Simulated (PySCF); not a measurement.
C4H4BNO, SMILES N#CC1=CCB1O.

Coordinates come from a PBE0-D3(BJ)/def2-SVP optimisation. The structure was generated by enumeration, and PubChem lists no compound with its InChIKey, so it may never have been made. Other conformers were not sampled.

Vertical ionisation energy (IE) and electron affinity (EA) in eV. Rows of orbital energies are one-electron estimates. Where ΔSCF, EOM or ADC give a negative EA the extra electron is unbound and the value depends on the basis.

| level | IE | EA |
|---|---|---|
| −ε(HOMO), −ε(LUMO), CAM-B3LYP/def2-TZVP (PySCF) | [?] | [?] |
| −ε(HOMO), −ε(LUMO), PBE/def2-TZVP (PySCF) | 6.97 | 2.81 |

### Question
Some entries are withheld; supply them. (Estimate from the structure and the level; the computed values follow.)

### Answer

- −ε(HOMO), −ε(LUMO), CAM-B3LYP/def2-TZVP (PySCF), IE: 9.31
- −ε(HOMO), −ε(LUMO), CAM-B3LYP/def2-TZVP (PySCF), EA: 0.69
